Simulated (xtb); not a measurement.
GeO, triplet, at a GFN2-xTB geometry (the spin is typed, not shown lowest); GFN2-xTB (xtb).

xtb was given this input:
```
$ xtb mol.xyz --gfn 2 --uhf 2 --json

# file mol.xyz
2

Ge    -0.00000000    -0.00000000    -0.33477338
O      0.00000000     0.00000000     1.33909353
```

Output, abridged:

```
   ID    Z sym.   atoms
    1   32 Ge     1
    2    8 O      2

           -------------------------------------------------
          |                Calculation Setup                |
           -------------------------------------------------

           -------------------------------------------------
          |                 G F N 2 - x T B                 |
           -------------------------------------------------

          ...................................................
          :                      SETUP                      :
          :.................................................:
          :  # basis functions                  14          :
          :  # atomic orbitals                  13          :
          :  # shells                            5          :
          :  # electrons                        10          :
          :  max. iterations                   250          :
          :  Hamiltonian                  GFN2-xTB          :
          :  restarted?                      false          :
          :  GBSA solvation                  false          :
          :  PC potential                    false          :
          :  electronic temp.          300.0000000     K    :
          :  accuracy                    1.0000000          :
          :  -> integral cutoff          0.2500000E+02      :
          :  -> integral neglect         0.1000000E-07      :
          :  -> SCF convergence          0.1000000E-05 Eh   :
          :  -> wf. convergence          0.1000000E-03 e    :
          :  Broyden damping             0.4000000          :
          :  net charge                          0          :
          :  unpaired electrons                  2          :
          ...................................................

 iter      E             dE          RMSdq      gap      omega  full diag
   1     -5.3494222 -0.534942E+01  0.306E+01    0.00       0.0  T
   2     -5.3845057 -0.350835E-01  0.170E+01    0.00       1.0  T
   3     -5.8517134 -0.467208E+00  0.107E+01    0.00       1.0  T
   4     -5.8522098 -0.496403E-03  0.666E+00    0.00       1.0  T
   5     -5.8702333 -0.180235E-01  0.134E+00    0.00       1.0  T
   6     -5.8701424  0.908942E-04  0.135E+00    0.00       1.0  T
   7     -5.8703123 -0.169854E-03  0.152E-01    0.00       1.0  T
   8     -5.8703143 -0.204618E-05  0.805E-02    0.00       1.0  T
   9     -5.8703144 -0.399038E-07  0.236E-02    0.00       3.0  T
  10     -5.8703144 -0.524122E-08  0.292E-02    0.00       2.4  T
  11     -5.8703144 -0.116021E-07  0.176E-03    0.00      40.2  T
  12     -5.8703144 -0.189377E-10  0.752E-04    0.00      94.0  T
  13     -5.8703144 -0.429257E-11  0.289E-06    0.00   24462.9  T

   *** convergence criteria satisfied after 13 iterations ***

 transition dipole moment (au) for excitation:           5           6
     X       Y       Z
  -0.2575   0.4540  -0.0000  total (au/Debye):    0.522   1.327
 dE (eV)             :    5.371
 oscillator strength :  0.50699E-01

         :::::::::::::::::::::::::::::::::::::::::::::::::::::
         ::                     SUMMARY                     ::
         :::::::::::::::::::::::::::::::::::::::::::::::::::::
         :: total energy              -5.862163672929 Eh    ::
         :: gradient norm              0.000000134577 Eh/a0 ::
         :: HOMO-LUMO gap              0.000000000000 eV    ::
         ::.................................................::
         :: SCC energy                -5.870314393219 Eh    ::
         :: -> isotropic ES            0.001956830584 Eh    ::
         :: -> anisotropic ES          0.003272245986 Eh    ::
         :: -> anisotropic XC         -0.001036423575 Eh    ::
         :: -> dispersion             -0.000500099884 Eh    ::
         :: repulsion energy           0.008150720290 Eh    ::
         :: add. restraining           0.000000000000 Eh    ::
         :: total charge               0.000000000001 e     ::
         :::::::::::::::::::::::::::::::::::::::::::::::::::::

           -------------------------------------------------
          |                Property Printout                |
           -------------------------------------------------

    * Orbital Energies and Occupations

         #    Occupation            Energy/Eh            Energy/eV
      -------------------------------------------------------------
         1        2.0000           -0.6895353             -18.7632
         2        2.0000           -0.6100830             -16.6012
         3        2.0000           -0.4890585             -13.3080
         4        2.0000           -0.4890585             -13.3080
         5        1.0000           -0.4604829             -12.5304
         6        0.5000           -0.2631132              -7.1597 (HOMO)
         7        0.5000           -0.2631132              -7.1597 (LUMO)
         8                         -0.1025849              -2.7915
         9                         -0.0501890              -1.3657
        10                         -0.0501890              -1.3657
        11                          0.0566867               1.5425
        12                          0.0566867               1.5425
        13                          0.4761277              12.9561
      -------------------------------------------------------------
                  HL-Gap            0.0000000 Eh            0.0000 eV
             Fermi-level           -0.3687773 Eh          -10.0349 eV

     #   Z          covCN         q      C6AA      α(0)
     1  32 Ge       0.784     0.282   281.601    35.906
     2   8 O        0.784    -0.282    19.488     5.917

 Mol. C6AA /au·bohr⁶  :        435.518887
 Mol. C8AA /au·bohr⁸  :      32125.092359
 Mol. α(0) /au        :         41.822647

Wiberg/Mayer (AO) data.
largest (>0.10) Wiberg bond orders for each atom

 ---------------------------------------------------------------------------
     #   Z sym  total        # sym  WBO       # sym  WBO       # sym  WBO
 ---------------------------------------------------------------------------
     1  32 Ge   1.677 --     2 O    1.677
     2   8 O    1.677 --     1 Ge   1.677
 ---------------------------------------------------------------------------

Topologies differ in total number of bonds
Writing topology from bond orders to xtbtopo.mol

molecular dipole:
                 x           y           z       tot (Debye)
 q only:        0.000       0.000      -0.892
   full:       -0.000       0.000      -1.260       3.204
molecular quadrupole (traceless):
                xx          xy          yy          xz          yz          zz
 q only:        0.846       0.000       0.846       0.000       0.000      -1.693
  q+dip:        0.665       0.000       0.665      -0.000      -0.000      -1.331
   full:        1.253       0.000       1.253      -0.000       0.000      -2.507

           -------------------------------------------------
          | TOTAL ENERGY               -5.862163672929 Eh   |
          | GRADIENT NORM               0.000000134577 Eh/α |
          | HOMO-LUMO GAP               0.000000000000 eV   |
           -------------------------------------------------

normal termination of xtb
```
